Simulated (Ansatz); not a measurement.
C2H9NSi3, SMILES [SiH3][SiH2][C@@H]([SiH3])C#N.

The structure is a stationary point at ωB97X-D3(BJ)/def2-SVP. The structure was generated by enumeration; whether it is a known compound was not checked. The values are those of a single conformer.

Two levels are set side by side: PBE/def2-SVPD (Ansatz, a quantum-chemistry and plane-wave program) and CAM-B3LYP/def2-SVPD (Ansatz). Energy differences of separate SCF runs at the same geometry; the states with an electron removed or added have multiplicity 2 and 2. Differences are taken from unrounded values.

| quantity | CAM-B3LYP |
|---|---|
| vertical ionisation energy (eV) | 10.25 |
| vertical singlet–triplet gap (eV) | 6.36 |

Task: What does PBE give, and how far is it from CAM-B3LYP? (The exact figures need the calculation; the answer reports its results.)

Result: 
| quantity | PBE | PBE minus CAM-B3LYP |
|---|---|---|
| vertical ionisation energy (eV) | 9.68 | -0.57 |
| vertical singlet–triplet gap (eV) | 5.64 | -0.72 |
